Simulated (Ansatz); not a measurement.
Reaction (redistribution): `NB(Cl)[O][GeH3]` + `CO[SiH3]` → `NB(Cl)O[SiH3]` + `C[O][GeH3]`

Calculated with Ansatz (gas phase, PBE0-D4/def2-TZVP geometries, no zero-point term in ΔE). CBS: MP2 limit from def2 TZ/QZ plus the TZ coupled-cluster correction, frozen cores. For Ge outer-core shells are correlated without core-valence functions, which leaves a few kJ/mol of doubt a bond. Scalar relativity is left out up to krypton. Each species was taken in one conformer, which may not be the lowest.

| species | CCSD(T)/CBS(def2) energy (Eh) |
| --- | --- |
| `NB(Cl)[O][GeH3]` | -2693.72389 |
| `CO[SiH3]` | -405.93001 |
| `NB(Cl)O[SiH3]` | -906.71622 |
| `C[O][GeH3]` | -2192.93708 |

Question: Work out ΔE.

Answer: ΔE = (-906.71622) + (-2192.93708) − (-2693.72389) − (-405.93001) = 0.00060 Eh = +1.6 kJ/mol.

Largest T1 diagnostic among the species: 0.012.

Leaving LDA and LC-ωPBE aside and taking each functional with its dispersion term where it has one, the values, not all of them listed here, spread over 1.7 kJ/mol, from B97M-V to PBE-QIDH.
